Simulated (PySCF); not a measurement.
A PySCF script (with the pyscf-properties extension) for the NMR shieldings of `C1C=C(C)C[P@@+]1([AlH3-])P`, C₅H₁₃AlP₂, on a PBE0-D3(BJ)/def2-SVP geometry:

```python
import basis_set_exchange as bse
import numpy as np
from pyscf import gto, dft
from pyscf.prop import nmr

atoms = """
C    -2.890068   -1.127091   -0.352290
C    -1.590417   -0.542000    0.089378
C    -1.379858    0.103182    1.246173
C     0.007428    0.593018    1.541045
P     0.923091    0.376833   -0.057169
Al    3.265624   -0.392468   -0.033475
P     0.510116    2.305003   -1.063908
C    -0.381461   -0.706649   -0.799776
H    -2.791792   -2.210208   -0.534190
H    -3.679576   -0.972899    0.395908
H    -3.220358   -0.675328   -1.302563
H    -2.177203    0.249482    1.981172
H     0.042709    1.642300    1.876731
H     0.506273   -0.006278    2.323537
H     3.910997    0.846706    0.761224
H     3.498910   -0.463117   -1.622554
H     3.059807   -1.775720    0.760988
H     1.559914    2.972317   -0.359782
H     1.358892    1.988993   -2.169664
H    -0.579189   -0.431056   -1.849021
H    -0.025582   -1.752501   -0.809438
"""
names = dict.fromkeys(["C", "P", "Al", "H"], "pcSseg-1")
basis = {el: gto.basis.parse(bse.get_basis(n, elements=[el], fmt="nwchem")) for el, n in names.items()}
mol = gto.M(atom=atoms, basis=basis, charge=0, verbose=0)
mf = dft.RKS(mol, xc="PBE0")
mf.grids.level = 2
mf.grids.alignment = dft.numint.BLKSIZE   # the property module wants whole blocks of grid points
mf.conv_tol = 1e-9
mf.kernel()

calc = nmr.RKS(mf)   # GIAO
C = mf.mo_coeff
Co = C[:, mf.mo_occ > 0]
resp = mf.gen_response(singlet=True, hermi=2)
def vind(x):   # induced exchange potential for any number of trial vectors
    d = np.einsum("pi,xij,qj->xpq", C, 2 * x.reshape(-1, C.shape[1], Co.shape[1]), Co, optimize=True)
    return np.einsum("xpq,pi,qj->xij", resp(d - d.transpose(0, 2, 1)), C, Co, optimize=True).ravel()
mo1, _ = nmr.rhf.solve_mo1(calc, with_cphf=vind)
sigma = calc.kernel(mo1)
for i, s in enumerate(sigma):   # ppm
    w = np.linalg.eigvalsh((s + s.T) / 2)
    print("%2d %-2s iso %8.1f  s11 %8.1f  s22 %8.1f  s33 %8.1f" % (i, mol.atom_pure_symbol(i), w.mean(), *w))
```

**Question.** What does it print?

**Answer.** 
```
 0 C  iso    163.4  s11    147.0  s22    156.3  s33    186.9
 1 C  iso     36.6  s11    -73.1  s22     52.7  s33    130.3
 2 C  iso     53.0  s11    -44.6  s22     79.8  s33    123.7
 3 C  iso    150.1  s11    126.6  s22    150.6  s33    173.0
 4 P  iso    344.4  s11    271.6  s22    347.5  s33    414.2
 5 Al iso    449.3  s11    438.9  s22    445.7  s33    463.1
 6 P  iso    508.0  s11    437.0  s22    510.1  s33    577.0
 7 C  iso    146.9  s11    122.5  s22    144.4  s33    173.8
 8 H  iso     29.5  s11     25.1  s22     27.5  s33     35.8
 9 H  iso     29.1  s11     24.4  s22     27.7  s33     35.1
10 H  iso     29.5  s11     25.2  s22     28.0  s33     35.3
11 H  iso     25.6  s11     22.7  s22     26.0  s33     28.0
12 H  iso     29.1  s11     24.7  s22     27.5  s33     35.1
13 H  iso     28.3  s11     23.2  s22     26.4  s33     35.1
14 H  iso     27.4  s11     24.1  s22     26.5  s33     31.6
15 H  iso     27.4  s11     24.2  s22     26.5  s33     31.4
16 H  iso     27.3  s11     23.7  s22     26.4  s33     31.8
17 H  iso     28.4  s11     23.3  s22     26.1  s33     35.8
18 H  iso     28.3  s11     23.3  s22     26.0  s33     35.6
19 H  iso     29.4  s11     24.9  s22     28.9  s33     34.3
20 H  iso     28.5  s11     23.2  s22     27.7  s33     34.5
```

These numbers come from an equivalent density-fitted implementation of the same equations, which agrees with the script to about 0.01 ppm for H and up to a few tenths of a ppm for heavy atoms, so last digits may differ.

**Question.** Turn these shieldings into chemical shifts. References, each an isolated molecule treated in the same way: TMS for ¹³C (σ = 184.41 ppm) and ¹H (σ = 31.27 ppm); ³¹P (σ = 310.13 ppm) against H3PO4; AlH4- for ²⁷Al (σ = 489.28 ppm).

**Answer.** Averaging equivalent atoms: C 1: 147.8; C 2: 131.4; C 7: 37.5; C 3: 34.3; C 0: 21.0; P 4: -34.3; P 6: -197.9; Al 5: 40.0; H 11: 5.67; H 14/15/16: 3.91; H 13: 3.01; H 17/18: 2.93; H 20: 2.81; H 12: 2.15; H 8/9/10: 1.93; H 19: 1.88 ppm. Experimental scales use liquid or dissolved standards, which lie at an offset from isolated H3PO4.

Size and cost of the density-fitted run: 222 basis functions, 48 s wall time on 1 thread of an Arm Neoverse V2, shared host; peak memory 1.1 GiB.
